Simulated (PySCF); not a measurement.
## N: excitation energy

N [He] 2s2 2p3 (4S) → N [He] 2s1 2p4 (4P), as a difference of total energies. Computed with PySCF 2.14 in aug-cc-pCVTZ-DK with one added diffuse shell each of s, p, d, f type (8s7p5d3f, 75 functions), with the spin-free X2C one-electron Hamiltonian (Gaussian nucleus). Correlated levels: valence: 1s2 frozen. The calculations carry no spin-orbit coupling.

| method | excitation energy (eV) | error (eV) |
| --- | --- | --- |
| UHF | 10.912 | -0.015 |
| MP2 (valence) | 11.071 | +0.144 |
| SCS-MP2 (valence) | 11.089 | +0.162 |
| CCSD (valence) | 10.902 | -0.025 |
| CCSD(T) (valence) | 10.827 | -0.100 |

Reference: 10.927 eV (measured; NIST levels, between the centres of gravity of the two terms).

Errors of the correlated levels include the incompleteness of this basis and the frozen core.
